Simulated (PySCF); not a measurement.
## How methods differ on the excitation energy of Fe²⁺

Fe²⁺ [Ar] 3d6 (5D) → Fe²⁺ [Ar] 3d5 4s1 (7S), as a difference of total energies. Calculation: PySCF 2.14, in x2c-TZVPPall (6s5p4d2f1g, 64 functions); the spin-free X2C one-electron Hamiltonian (Gaussian nucleus). Correlated levels: valence: [Ar] frozen. The calculations carry no spin-orbit coupling.

| method | excitation energy (eV) |
| --- | --- |
| UHF | 2.391 |
| MP2 (valence) | 3.551 |
| SCS-MP2 (valence) | 3.993 |
| CCSD (valence) | 3.491 |
| CCSD(T) (valence) | 3.522 |

How much does correlation contribute at CCSD(T) (valence)?

3.522 − (2.391) = 1.131 eV, measured against UHF.

A first-order spin-orbit estimate (lowest level to lowest level, LS coupling) adds 0.053 eV.

The basis was made for the ground configuration and has no added diffuse functions, so the excitation energy can come out too high.
